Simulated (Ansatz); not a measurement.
Gas-phase electronic energies from Ansatz, PBE0-D4/def2-TZVP geometries. CCSD(T)/CBS adds triple-zeta CCSD(T) − MP2 to the extrapolated MP2 energy (def2 sets, frozen cores). This one scheme is used for every species. Functionals use def2-TZVPP. For Ge outer-core shells are correlated without core-valence functions, which leaves a few kJ/mol of doubt a bond. Scalar relativity is left out up to krypton. One conformer a species, not always the lowest.

`N=C=C[SiH2][GeH3]` + `N=C=S` → `S=C=[N][GeH3]` + `N=C=C[SiH3]`  (cleavage of the Ge–Si bond)

`N=C=C[SiH2][GeH3]`:

```xyz
12

N     2.342    0.192    2.322
C     1.710   -0.265    1.390
C     0.970   -0.838    0.478
Si   -0.836   -0.456    0.343
Ge   -1.323    0.585   -1.743
H     2.808    1.084    2.189
H     1.455   -1.521   -0.212
H    -1.204    0.455    1.459
H    -1.642   -1.703    0.452
H    -2.833    0.831   -1.914
H    -0.850   -0.303   -2.909
H    -0.598    1.938   -1.855
```

`N=C=S`:

Cartesian coordinates in Å:
```
N 0.189 -0.203 -0.784
C -0.251 -0.038 0.318
S -0.938 0.084 1.717
H 1.001 0.157 -1.250
```

`S=C=[N][GeH3]`:

Cartesian coordinates in Å:
```
S -0.986 2.135 -2.430
C -0.632 1.022 -1.377
N -0.389 0.157 -0.601
Ge 0.367 -0.675 0.842
H 0.168 0.246 2.050
H -0.376 -2.002 1.003
H 1.848 -0.884 0.512
```

`N=C=C[SiH3]`:

Cartesian coordinates in Å:
```
N -0.033 2.338 0.667
C 0.368 1.219 0.419
C 0.781 0.043 0.023
Si -0.415 -1.233 -0.576
H -0.306 2.543 1.624
H 1.847 -0.155 0.064
H -1.787 -0.670 -0.498
H -0.116 -1.621 -1.980
H -0.339 -2.463 0.258
```

Problem. Is it downhill or uphill in electronic energy at CCSD(T)/CBS, and by how much? (Estimate.)

Solution. Computed: Downhill: ΔE = -7.8 kcal/mol.

Problem. What do these levels give: ωB97X-V, ωB97M-V, PBE0, MP2/def2-TZVPP, MP2/def2-QZVPP, SCS-MP2/def2-QZVPP? (An estimate is asked.)

Solution. Computed: ωB97X-V -8.4, ωB97M-V -7.8, PBE0 -5.2, MP2/def2-TZVPP -10.3, MP2/def2-QZVPP -9.8, SCS-MP2/def2-QZVPP -11.5 kcal/mol.

Largest T1 diagnostic among the species: 0.019.

From PBE to PBE0 (25 % exact exchange), in def2-TZVPP and without D4, ΔE moves by −2.2 kcal/mol. In def2-TZVPP, CCSD(T) changes the Hartree–Fock value by +7.4 kcal/mol (the triples alone add +1.0 kcal/mol) and MP2 by +5.9 kcal/mol.
